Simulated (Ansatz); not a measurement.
Cl2Hg (SMILES [Cl][Hg][Cl]) moved off its minimum; all values from Ansatz (a quantum-chemistry and plane-wave program), cores frozen in correlated methods. Elements past Kr take the def2 small-core potentials, without spin–orbit coupling.
(charge 0, multiplicity 1)
```xyz
3

Hg     0.25654    -0.00465     0.14700
Cl     0.07947    -0.17269    -2.24377
Cl     0.03901    -0.01471     2.19842
```

Forces at r2SCAN/def2-TZVPP (eV/Å):

```
atom      Fx      Fy      Fz
----  ------  ------  ------
Hg1   -0.018  -0.262  -6.458
Cl2    0.310   0.191   1.573
Cl3   -0.292   0.070   4.886
```

Task: Give the forces (eV/Å), the total energy and the dipole at CCSD(T)/def2-TZVPPD.

Result: 
```json
[
 {"atom": "Hg1", "Fx": "0.018", "Fy": "-0.257", "Fz": "-6.731"},
 {"atom": "Cl2", "Fx": "0.307", "Fy": "0.190", "Fz": "1.574"},
 {"atom": "Cl3", "Fx": "-0.325", "Fy": "0.067", "Fz": "5.157"}
]
```
Energy -1072.4368 hartree, dipole 1.49 D.
